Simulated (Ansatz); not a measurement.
C4H10Si can be A, `C/C=C(\C)[SiH3]`, or B, `C/C=C\C[SiH3]`.

Isolated molecules relaxed with PBE0-D4/def2-TZVP in Ansatz; ΔE leaves out vibrations. CCSD(T)/CBS is the MP2 limit (def2-TZVPP, def2-QZVPP) plus CCSD(T) − MP2 in def2-TZVPP, frozen cores. Double bonds are as drawn, so ΔE can hold a change between cis and trans. Functionals use def2-TZVPP. B3LYP here is the variant with VWN-RPA as its local correlation; programs differ in this. Each species was taken in one conformer, which may not be the lowest.

Question: Which is lower in electronic energy at CCSD(T)/CBS, and by how much? (An estimate is asked.)

Answer: Computed: A, by 1.6 kJ/mol. So small a gap doesn't settle the order.

Question: Give E(B) − E(A) in kJ/mol with MP2/def2-TZVPP, PBE-D4, CCSD(T)/def2-TZVPP, ωB97M-V, B3LYP, CCSD/def2-TZVPP, r2SCAN-D4. (An estimate is asked.)

Answer: Ansatz gave: MP2/def2-TZVPP 2.1, PBE-D4 2.3, CCSD(T)/def2-TZVPP 1.8, ωB97M-V 1.0, B3LYP 1.7, CCSD/def2-TZVPP 1.0, r2SCAN-D4 1.7. None reverses the order clearly.

Largest T1 diagnostic: 0.011.
